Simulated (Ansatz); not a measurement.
Be4O3⁺, 7 atoms. Hardware: 4 threads of Arm Neoverse V2 on a shared host.

Correlated methods freeze 3 core orbitals.

(1) How many basis functions does each of these Ansatz runs have, and roughly what does it cost? PBE-D4/def2-TZVP, charge 1 doublet, energy and forces, from earlier orbitals; PBE0-D4/def2-SVP, charge 1 doublet, energy, from earlier orbitals; PBE0-D4/def2-SVP, charge 1 doublet, relaxation, 19 steps; PBE-D4/def2-SVP, charge 1 doublet, energy with a search over starts; PBE0-D4/def2-TZVP, charge 1 doublet, energy, from earlier orbitals; MP2/def2-TZVP, charge 1 doublet, energy, from earlier orbitals; HF/STO-3G, charge 1 doublet, energy; revPBE-D4/def2-TZVP, charge 1 doublet, energy, from earlier orbitals; CCSD(T)/def2-TZVPP, charge 1 doublet, energy, from earlier orbitals; r2SCAN-D4/def2-TZVP, charge 1 doublet, energy, from earlier orbitals; HF/def2-TZVP, charge 1 doublet, energy, from earlier orbitals; HSE06-D4/def2-TZVP, charge 1 doublet, energy, from earlier orbitals.

Results:

(1) Other jobs shared the machine, so times can vary by a factor of up to 3. A dash marks memory too small to be measured apart from the calling script's.

```csv
run,functions,fitting or Cholesky vectors,wall time,peak host memory (GiB)
"HF/STO-3G, charge 1 doublet, energy",35,526,0.35 s,–
"PBE0-D4/def2-SVP, charge 1 doublet, energy, from earlier orbitals",78,894,1.5 s,–
"revPBE-D4/def2-TZVP, charge 1 doublet, energy, from earlier orbitals",169,1017,2.1 s,–
"PBE-D4/def2-TZVP, charge 1 doublet, energy and forces, from earlier orbitals",169,1017,2.4 s,–
"HF/def2-TZVP, charge 1 doublet, energy, from earlier orbitals",169,1186,2.8 s,–
"MP2/def2-TZVP, charge 1 doublet, energy, from earlier orbitals",169,1235,3 s,–
"PBE0-D4/def2-TZVP, charge 1 doublet, energy, from earlier orbitals",169,1017,3 s,–
"HSE06-D4/def2-TZVP, charge 1 doublet, energy, from earlier orbitals",169,1017,3 s,–
"PBE-D4/def2-SVP, charge 1 doublet, energy with a search over starts",78,965,3.4 s,–
"r2SCAN-D4/def2-TZVP, charge 1 doublet, energy, from earlier orbitals",169,1017,5.5 s,–
"PBE0-D4/def2-SVP, charge 1 doublet, relaxation, 19 steps",78,951,20 s,–
"CCSD(T)/def2-TZVPP, charge 1 doublet, energy, from earlier orbitals",169,1235,7.6 min,2.7
```
